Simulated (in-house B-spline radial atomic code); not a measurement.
A run on neutral zinc that did not converge. Method: scalar-relativistic (X2C) BLYP, spin-polarised, spherical fractional occupations, Fermi nucleus of rms radius 3.9283 fm; computed with an all-electron radial atomic-structure program (B-spline basis).

Command:
```bash
python run_scf.py task.json out
```
Settings (nuclear radius in fm, mass in u):
```
Z                30
configuration    [Ar] 3d10 4s1.875 4d0.125
hamiltonian      x2c
method           b88,lyp
spin_polarised   True
nucleus          fermi
rms_radius       3.9283
atomic_mass      63.92914
speed_of_light   137.035999084
```

First and last ten iterations of the last attempt (damped for 15 steps, keeping 80 % of the old Fock matrix, then DIIS):
```
 iter        energy (Eh)    residual
    1       -1795.415007    3.48e-01
    2       -1795.912193    8.41e-02
    3       -1796.041078    5.52e-02
    4       -1796.062922    3.92e-02
    5       -1796.071068    2.87e-02
    6       -1796.075122    2.13e-02
    7       -1796.077242    1.59e-02
    8       -1796.078366    1.19e-02
    9       -1796.078967    8.96e-03
   10       -1796.079291    6.72e-03
  111       -1796.079727    3.72e-05
  112       -1796.079711    5.78e-05
  113       -1796.079686    9.21e-05
  114       -1796.079716    4.86e-05
  115       -1796.079724    3.30e-05
  116       -1796.079733    6.97e-05
  117       -1796.079732    7.17e-05
  118       -1796.079729    7.76e-05
  119       -1796.079729    7.59e-05
  120       -1796.079722    8.93e-05
 not converged after 120 iterations
```

The smallest residual met was 1.2e-05; the threshold is about 3e-07. No energy from this run should be used. Run time, properties included: 2.8 s on 1 thread of Intel(R) Xeon(R) Platinum 8375C CPU @ 2.90GHz, on a shared host.
